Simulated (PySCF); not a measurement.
Geometry:
| atom | x (Å) | y (Å) | z (Å) |
| --- | --- | --- | --- |
| C1 | 2.037 | 0.192 | -0.055 |
| C2 | 0.768 | -0.540 | 0.269 |
| O3 | 0.739 | -1.651 | 0.793 |
| N4 | -0.419 | 0.004 | -0.010 |
| C5 | -0.594 | 1.293 | -0.619 |
| Si6 | -1.640 | -1.170 | 0.518 |
| H7 | 2.058 | 1.150 | 0.462 |
| H8 | 2.096 | 0.379 | -1.125 |
| H9 | 2.888 | -0.408 | 0.256 |
| H10 | -0.153 | 2.082 | -0.005 |
| H11 | -1.659 | 1.484 | -0.720 |
| H12 | -0.135 | 1.326 | -1.611 |
| H13 | -1.587 | -1.320 | 1.963 |
| H14 | -2.863 | -0.438 | 0.150 |
| H15 | -1.541 | -2.376 | -0.288 |

[PySCF 2.14.0 with density-fitted response routines: NMR shieldings at PBE0/pcSseg-1/GIAO; coordinates at the GFN2-xTB level; no relativistic terms; equivalent nuclei averaged; gas phase; one computed conformer]

References, each an isolated molecule treated in the same way: $^{13}$C (σ = 186.93 ppm) and $^{1}$H (σ = 31.72 ppm) and $^{29}$Si (σ = 349.16 ppm) vs TMS; H2O for $^{17}$O (σ = 336.08 ppm); $^{15}$N (σ = 267.73 ppm) against NH3.

```tsv
atoms	nucleus	count	δ (ppm)
O3	$^{17}$O	1	450.2
C5	$^{13}$C	1	32.8
H13/H14/H15	$^{1}$H	3	?
C1	$^{13}$C	1	20.5
C2	$^{13}$C	1	182.4
H10/H11/H12	$^{1}$H	3	2.96
N4	$^{15}$N	1	?
H7/H8/H9	$^{1}$H	3	?
Si6	$^{29}$Si	1	-63.0
```

Q: Complete the table.

A: 
- H13/H14/H15: 4.49 ppm, hydrogen on a silicon bonded to N
- H7/H8/H9: 2.12 ppm, hydrogen on a methyl carbon α to a carbonyl; α to C=O
- N4: 123.4 ppm, amide-type nitrogen

Shifts are as computed. Against solution values, carbons near 30 ppm lie about +3 ppm off and those near 130 ppm about +5 ppm. Of 1211 compounds with measured shifts, 218 miss one by over three times the rms of a fit or turn the order of signals round; such compounds aren't used in these exercises. Unscaled 17O shifts of doubly bonded oxygen tend to come out too high, by tens of ppm or more. Experimental scales use liquid or dissolved standards, which lie at an offset from isolated NH3 (liquid NH3: subtract about 20 ppm) and H2O (liquid H2O: subtract about 36 ppm).
